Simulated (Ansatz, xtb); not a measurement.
**A geometry optimisation of ClH3Si3+ with r2SCAN-D4/def2-SVP**

The starting geometry of this gas-phase doublet has its atoms placed at random.

```xyz
7

Cl   -1.0568   -1.5436    1.3673
Si   -1.6282   -0.0679   -0.3410
Si    0.0112    0.6825   -1.2089
Si    0.9540   -1.6948    0.1474
H     0.4116   -1.3353    1.7991
H     0.3342    0.1042    0.5679
H     1.5849    1.0250   -1.0356
```

Task: One run relaxed it with r2SCAN-D4/def2-SVP. What is a likely outcome?

Result: It ends as a structure with Cl1 bridging Si2 and Si4, given below by its coordinates. Distances that change by over a tenth: Si2–Si3 (2.00 → 2.44 Å). Contacts that open: Cl1–H5 (1.54 → 2.88 Å). Contacts that close: Si3–Si4 (2.89 → 2.32 Å), Si3–H6 (1.90 → 1.48 Å), Si4–H5 (1.78 → 1.50 Å).

The energy falls by 5.60 eV over 35 steps:

```
step  E − E(last) (eV)
   1             5.604
   5             2.103
   9             0.697
  12             0.571
  16             0.401
  20             0.384
  24             0.358
  27             0.128
  31             0.001
  35             0.000
```

Final geometry (Å):

```xyz
7

Cl   -1.0137   -2.2692   -0.3220
Si   -1.6971   -0.2128    0.4766
Si    0.4774    0.5782   -0.2858
Si    0.8114   -1.4914    0.7087
H     0.3557   -1.6422    2.1288
H     1.0742    1.7789    0.3500
H     0.6030    0.4286   -1.7601
```

From the same start GFN2-xTB reaches the same bonding as this run.

From so rough a start the end depends on the optimiser's path, so another program may land elsewhere. The end wasn't checked by frequencies. Open shells are spin-unrestricted. Run with Ansatz 0.2.0, 4.3 min on 2 threads of AMD EPYC 7R43 64-Core Processor (Zen 3), on a shared host.
